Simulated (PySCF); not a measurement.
## Vibration and rotation of TeCl

PBE0 constants of TeCl, ²Π (doublet), unpaired electrons π ↑ (PySCF, scalar-relativistic core potentials, basis sets Te cc-pVTZ-PP with ECP28, Cl cc-pV(T+d)Z; masses 129.9062 and 34.9689 u):

| Item | Value |
| --- | --- |
| ωe | 396.3 cm⁻¹ |
| ωexe | 1.2 cm⁻¹ |
| Be | 0.11408 cm⁻¹ |
| αe | 0.000468 cm⁻¹ |
| De to Te + Cl | 2.79 eV |

Q: What force constant and bond length do these constants imply?

A: Reduced mass μred = 27.552 u; k = 5.8918×10⁻⁷·μred·ωe² (u, cm⁻¹, mdyn/Å) = 2.55 mdyn/Å; Re = √(16.8576/(μred·Be)) (u, cm⁻¹, Å) = 2.316 Å.

Q: Estimate the centrifugal constant D from the Kratzer relation and find the Dunham coefficient a1.

A: D = 4Be³/ωe² = 3.78e-08 cm⁻¹; a1 = −1 − αeωe/(6Be²) = -3.38.

These are scalar-relativistic numbers at best; spin–orbit coupling would shift them, the dissociation energy most. The state was picked by a PBE0 search and need not be the measured ground state.
